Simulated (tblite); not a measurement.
Input of a run (GFN2-xTB geometry optimisation, gas phase (tblite 0.8.0)), started from a force field or distance geometry:
```
{"job": {"kind": "relax", "xc": "GFN2-xTB", "basis": "xTB"}, "charge": 0, "multiplicity": 2}
C      2.026200    -1.338200     0.626300
C      1.966200    -0.216500    -0.052300
Cl     3.304400    -0.025300    -1.135800
C      0.972700     0.869100     0.113500
O     -0.030100     0.692700     1.173300
C     -1.157900     0.676800     0.246300
C     -1.938600    -0.605100     0.351700
C     -0.153800     0.784700    -0.898100
O     -0.250000     0.794800    -2.110400
H      2.052200    -2.246300     1.184400
H      1.424000     1.855200     0.182800
H     -1.770200     1.574100     0.366100
H     -2.695000    -0.666300    -0.429100
H     -1.288400    -1.489000     0.272400
H     -2.466200    -0.652500     1.317300
```

Output (eV, eV/Å):
```
step      E/eV     max force
  0    -773.22393    3.574
  1    -773.33728    3.314
  2    -773.45582    0.673
  3    -773.48081    0.691
  4    -773.52043    0.660
  5    -773.53540    0.440
  6    -773.55044    0.442
  7    -773.56721    0.372
  8    -773.57547    0.269
  9    -773.58099    0.183
 10    -773.58460    0.182
 11    -773.58861    0.178
 12    -773.59184    0.158
 13    -773.59474    0.143
 14    -773.59814    0.198
 15    -773.60274    0.267
 16    -773.60779    0.242
 17    -773.61270    0.200
 18    -773.61728    0.186
 19    -773.62177    0.226
 20    -773.62529    0.198
 21    -773.62681    0.141
 22    -773.62748    0.114
 23    -773.62821    0.069
 24    -773.62886    0.062
 25    -773.62958    0.060
 26    -773.63006    0.041
 27    -773.63034    0.038
 28    -773.63048    0.035
 29    -773.63060    0.026
 30    -773.63068    0.021
 31    -773.63074    0.022
 32    -773.63079    0.017
 33    -773.63082    0.013
 34    -773.63085    0.017
 35    -773.63089    0.021
 36    -773.63094    0.020
 37    -773.63098    0.015
 38    -773.63102    0.014
 39    -773.63105    0.023
 40    -773.63109    0.024
 41    -773.63112    0.016
 42    -773.63115    0.016
 43    -773.63117    0.016
 44    -773.63120    0.019
 45    -773.63122    0.017
 46    -773.63124    0.015
 47    -773.63126    0.012
 48    -773.63128    0.018
 49    -773.63130    0.016
 50    -773.63132    0.013
 51    -773.63134    0.012
 52    -773.63136    0.019
 53    -773.63139    0.020
 54    -773.63141    0.015
 55    -773.63143    0.011
 56    -773.63144    0.014
 57    -773.63146    0.018
 58    -773.63148    0.014
 59    -773.63149    0.008
```

Summarise the run.

The energy falls by 9.4 kcal/mol over 59 L-BFGS steps, the largest force on an atom goes from 3.57 to 0.008 eV/Å, and the atoms move by 0.133 Å rms after alignment. The bond that changes most is C2–Cl3 (ends: carbon bonded to 2 C and Cl; chlorine bonded to C), which lengthens by 0.090 Å. Bonds longer at the end by more than 0.005 Å: 5 of 15; shorter: 8. Among the angles that change most is C2–C1–H10, from 178.7° to 148.5°. The energy never rose by more than 1e-5 eV on the way. The first step brought 28 % of the lowering.

What are the final bond lengths?

C1=C2 1.272 Å, C2–Cl3 1.823 Å, C2–C4 1.498 Å, C4–O5 1.426 Å, O5–C6 1.440 Å, C6–C7 1.521 Å, C6–C8 1.515 Å, C8=O9 1.189 Å, C4–C8 1.528 Å, C1–H10 1.057 Å, C4–H11 1.096 Å, C6–H12 1.096 Å, C7–H13 1.087 Å, C7–H14 1.087 Å, C7–H15 1.087 Å. Numbering counts from 1 in the input's order; the species is `[H]/[C]=C(\Cl)[C@H]1C([C@H](O1)C)=O` [radical].

The run took 0.58 s wall on one thread of an AMD EPYC 7R43, no GPU, shared host with 256 logical CPUs at a one-minute load of 71.

Its GFN2-xTB frequencies are all real (lowest 32 cm⁻¹). 3 starts were optimised and ended at 0.00, 0.00 and 0.33 kcal/mol (GFN2-xTB); the lowest of these is shown.

Shape of the structure used: `[H]/[C:1]=[C:2](\[Cl:3])[C@@H:4]1[O:5][C@H:6]([CH3:7])[C:8]1=[O:9]`: C1–C2–C4–O5 7°.

One conformer stands for the species.

The numbers are calculated, not measured.
